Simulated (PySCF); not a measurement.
Compound: Si(SMe)4, C4H12S4Si.
SMILES: `CS[Si](SC)(SC)SC`

Computed with TDDFT wB97X-D/def2-SVPD, vertical, gas phase, core orbitals frozen in the response in PySCF 2.14.0, density-fitted response routines. Geometry: PBE0-D3(BJ)/def2-SVP, one conformer, isolated molecule.

Orbital energies (eV): HOMO-3 -9.16, HOMO-2 -8.87, HOMO-1 -8.80, HOMO -8.79, LUMO 1.44, LUMO+1 1.62, LUMO+2 1.72.

Lowest singlets, with some entries withheld (?). The highest level found (6.69 eV, f 0.0006 so far) is left out, since the window may have cut off a degenerate partner. Orbitals of the list HOMO-3 to LUMO+2 that lie within 0.01 eV of each other are written together with a slash and their weights summed (≥ marks a lower bound); for degenerate orbitals outside that list single weights are arbitrary.

| state | E (eV) | f | main configurations (H = HOMO, L = LUMO) |
| --- | --- | --- | --- |
| S1 | 5.71 | 0.012 | H-1/H→L (≥42%), H-1/H→L+1 (≥11%) |
| S2 | 5.72 | 0.012 | H-1/H→L (≥42%), H-1/H→L+1 (≥12%) |
| S3 | ? | ? | H-2→L (43%), H-1/H→L+2 (≥12%), H-1/H→L+3 (≥8%) |
| S4 | 5.80 | ? | H-3→L (26%), H-2→L+1 (20%), H-1/H→L+3 (≥15%) |
| S5 | 6.33 | ? | H-2→L+1 (26%), H-1/H→L+3 (≥18%), H-1/H→L+2 (≥17%) |
| S6 | 6.42 | 0.023 | H-1/H→L+1 (≥35%), H-2→L+3 (19%) |
| S7 | 6.43 | 0.024 | H-1/H→L+1 (≥34%), H-2→L+2 (20%) |
| S8 | ? | 0.037 | H-3→L+1 (19%), H-1/H→L+3 (≥18%), H-1/H→L+2 (≥18%) |
| S9 | 6.64 | 0.045 | ? |

**Question.** What stands in place of each question mark?

**Answer.** 
- S3: E = 5.76 eV; f = 0.014
- S4: f = 0.0001
- S5: f = 0.0002
- S8: E = 6.51 eV
- S9: H-1/H→L+3 (≥28%), H-1/H→L+2 (≥26%), H-2→L (10%)

**Question.** Where do the lowest triplets lie (Tamm–Dancoff)?

**Answer.** T1 5.36 eV, H-1/H→L (≥40%), H-1/H→L+1 (≥8%); T2 5.36 eV, H-1/H→L (≥33%), H-1/H→L+1 (≥9%); T3 5.41 eV, H-2→L (37%), H-1/H→L+2 (≥13%), H-1/H→L+3 (≥11%). E(S1) − E(T1) = +0.36 eV.

**Question.** What is the mean static polarisability from the same response equations?

**Answer.** 157.7 au (23.37 Å³), with principal values 154.6, 154.9 and 163.6 au.

**Question.** How far apart are S5 and S6, in eV and cm⁻¹?

**Answer.** 6.425 − 6.333 = 0.092 eV, or about 740 cm⁻¹.

Time: 84 s wall, 3.1 min CPU (with the writing of density and orbital grids); peak memory 2.1 GiB. Hardware: Intel Xeon Platinum 8488C, 2 threads, shared host with 96 logical CPUs at a one-minute load of 23.
